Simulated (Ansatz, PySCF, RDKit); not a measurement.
Complex: GeH4 (SMILES [GeH4]) (first 5 atoms) with GeH4 (SMILES [GeH4]); geometry from B3LYP-D3(BJ)/def2-TZVP, rigid monomers moved along the line of their centres of mass till Ge1···Ge6 is 4.75 Å.
(charge 0, multiplicity 1):
```xyz
10

Ge     0.12721    -0.06568     0.38920
H      0.50712     0.36237    -1.03629
H      1.20839    -0.99935     0.95174
H     -1.22211    -0.79754     0.36393
H      0.01642     1.17908     1.28262
Ge    -0.16479     0.08505     5.12890
H      1.30955     0.27061     4.74373
H     -0.81623    -0.92745     4.17501
H     -0.89731     1.43021     5.02243
H     -0.25893    -0.43911     6.56989
```

Interaction energies are E(AB) − E(A) − E(B) at the monomers' geometry in the complex; basis-set methods are counterpoise corrected. Rows marked so take none. RDKit's UFF carries no charges.

Rows in STO-3G carry no dispersion term and start afresh at each structure; the Pople sets are all-electron and without relativity.

Run with Ansatz (a program for electronic structure); PySCF for STO-3G rows; RDKit for the force fields. Each number belongs to the level named beside it.

Problem. One of these levels gives -33.1 meV for the interaction energy. Which one is it?
A. PBE/def2-TZVPPD
B. UFF
C. HF/STO-3G (no counterpoise)

Solution. B, UFF. The others give 2.0 (HF/STO-3G (no counterpoise)), -11.2 (PBE/def2-TZVPPD)
